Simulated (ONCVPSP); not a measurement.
# Pseudopotential generation for Eu: ONCV, PBE, scalar-relativistic.

```json
{
  "Element": "europium (Eu)",
  "Generator": "ONCVPSP 4.0.1",
  "Type": "optimised norm-conserving Vanderbilt (ONCV)",
  "Functional": "PBE",
  "Relativity": "scalar-relativistic",
  "Frozen core": "[Kr] 4d10",
  "Valence charge": "17",
  "Reference configuration": "4f7 5s2 5p6 6s2",
  "Partial waves": "5s+6s: rc 2.15 bohr, ncon 3, nbas 6, qcut 4.8 1/bohr, 3 projectors, debl 3.4 Ha; 5p: rc 2.55 bohr, ncon 3, nbas 6, qcut 4.3 1/bohr, 2 projectors, debl 1.6 Ha; d scattering state at 0.39 Ha: rc 2.60 bohr, ncon 4, nbas 8, qcut 3.7 1/bohr, 2 projectors, debl 3.3 Ha; 4f: rc 1.00 bohr, ncon 3, nbas 8, qcut 16 1/bohr, 2 projectors, debl 2.4 Ha",
  "Local potential": "polynomial inside 0.90 bohr (lpopt 5, dvloc0 0 Ha)",
  "Core correction": "polynomial model core, fcfact 0.15"
}
```

All-electron outer shells of the reference configuration (PBE, scalar-relativistic, ld1.x):

| shell | level (eV) | outermost node (bohr) | outermost maximum (bohr) |
| --- | --- | --- | --- |
| 5s | -44.66 | 0.67 | 1.23 |
| 5p | -23.77 | 0.72 | 1.41 |
| 6s | -3.62 | 1.67 | 3.60 |
| 4f | -2.72 | – | 0.60 |

Is a potential produced?

No. ONCVPSP 4.0.1 stopped with "sratom123: lschfb convergence ERROR n,l,iter= 4 3 4": the all-electron bound-state solver failed for one shell.
